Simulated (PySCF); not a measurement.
CH₆ClNOSi₂, SMILES C1[Si@@](Cl)([SiH2]N1)O.

The structure is a stationary point at PBE0-D3(BJ)/def2-SVP. The structure was generated by enumeration; whether it is a known compound was not checked. The values are those of a single conformer.

Two levels are set side by side: PBE/def2-TZVP (PySCF) and CAM-B3LYP/def2-TZVP (PySCF). Same geometry, gas phase. Differences are taken from unrounded values.

```
quantity                     CAM-B3LYP
---------------------------  ---------
orbital gap (eV)                  8.99
highest occupied level (eV)      -8.28
lowest empty level (eV)           0.71
dipole moment (D)                 0.96
mean polarisability (bohr³)       83.3
```

Q: What does PBE give, and how far is it from CAM-B3LYP? (An estimate is asked for; the answer gives what the named calculation found.)

A: 
```
quantity                       PBE  PBE minus CAM-B3LYP
---------------------------  -----  -------------------
orbital gap (eV)              4.48                -4.50
highest occupied level (eV)  -5.56                 2.71
lowest empty level (eV)      -1.08                -1.79
dipole moment (D)             0.90                -0.06
mean polarisability (bohr³)   88.2                  4.9
```

Without exact exchange PBE keeps part of each electron's self-repulsion, which lifts occupied levels and narrows the gap. PBE's more diffuse valence density responds more strongly to a field. Differences between two approximate levels are no errors against the true value.

Rough cost on one machine, each run with all the roots and properties that it gave: CAM-B3LYP against PBE within a factor of 2.
